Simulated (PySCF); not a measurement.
**Dipole response of Pb (lead, neutral)**

[Xe] 4f14 5d10 6s1 6p3, high-spin 5S determinant (an excited configuration). Calculation: PySCF 2.14, in aug-cc-pwCVTZ-PP with ECP60MDF (8s7p6d4f1g, 96 functions); scalar relativity through the core potential. Coupled (time-dependent) response in atomic units; α is the mean over directions.

```tsv
method	mean α (bohr³)	C₆ (like pair)	S(−4)
TPSSh	61.09	747.6	1198
```

S(−4) is the Cauchy moment in α(ω) = α(0) + S(−4) ω² + …

α(iu) at TPSSh:

```
u (hartree)  α(iu) (bohr³)
          0          61.09
     0.0500          58.28
      0.100          51.55
      0.200          36.72
      0.300          26.14
      0.500          15.08
      0.750          9.300
       1.00          6.568
       1.50          4.004
       2.00          2.777
       3.00          1.588
       5.00         0.7154
```

A single London oscillator, α(iu) = α/(1 + u²/ω²), gives C₆ = (3/4) ω α². Matching the computed C₆ needs ω = 4 × 747.6 / (3 × 61.09²) = 0.267 hartree.

Energies and moments cover only the electrons outside the core potential. Spin-orbit coupling, which splits the p, d and f shells strongly at this Z, is absent. Spin-orbit coupling is strong in this species (close to jj coupling), so the high-spin LS determinant is a model state, not a physical level.
